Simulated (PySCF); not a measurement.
Bonds broken one at a time in the series B F-H. All species are isolated molecules in the gas phase. Strings in code marks are SMILES.

Level of theory: M06-2X/def2-TZVP // PBE0-D3(BJ)/def2-TZVP (PySCF 2.14.0). 

| species | dipole moment (D) | HOMO (eV) | HOMO–LUMO gap (eV) |
|---|---|---|---|
| whole molecule (`FBF`) | 0.99 | ? | 13.07 |
| radical fragment (`[BH]F`) | 0.66 | – | – |
| whole molecule (`BF`) | ? | -10.81 | 10.59 |
| radical fragment (`[BH2]`) | 0.47 | – | – |
| whole molecule (`B`) | 0.00 | -11.24 | 10.23 |

Fill in the missing entries.


- whole molecule (`FBF`), HOMO (eV): -12.50
- whole molecule (`BF`), dipole moment (D): 0.85
